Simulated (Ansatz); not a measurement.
Relaxation of CH6Sn (8 atoms, charge 0, multiplicity 1), to a largest force component of 0.03 eV/Å in at most 50 steps.

The calculation used Ansatz 0.2.0, RKS CAM-B3LYP-D4/def2-SVP.

```xyz
8
Properties=species:S:1:pos:R:3
Sn 0.231 0.001 0.042
C 1.056 -0.020 2.012
H 0.407 -0.155 2.889
H 1.801 -0.827 1.989
H 1.590 0.937 2.114
H 1.930 0.120 -0.183
H -0.664 1.377 -0.408
H -0.493 -1.433 -0.517
```

Problem. Where does it end, and by what steps?

Solution. The run converged. After 5 steps the energy has fallen by 0.654 eV; H6 moved furthest, 0.80 Å.

| step | energy less start (eV) | largest force component (eV/Å) | accepted |
| --- | --- | --- | --- |
| 0 | 0.0000 | 1.453 | yes |
| 1 | -0.3122 | 0.811 | yes |
| 2 | -0.4861 | 0.391 | yes |
| 3 | -0.6079 | 0.208 | yes |
| 4 | -0.6529 | 0.071 | yes |
| 5 | -0.6536 | 0.026 | yes |

```xyz
8
Properties=species:S:1:pos:R:3
Sn 0.449 0.019 0.036
C 1.059 -0.022 2.098
H 0.183 -0.137 2.751
H 1.744 -0.863 2.273
H 1.573 0.913 2.358
H 1.823 0.162 -0.976
H -0.588 1.352 -0.243
H -0.384 -1.424 -0.359
```

Time of the run: 6.7 s on 2 threads of Intel(R) Xeon(R) 6975P-C (Granite Rapids), on a shared host, peak memory 0.18 GiB.
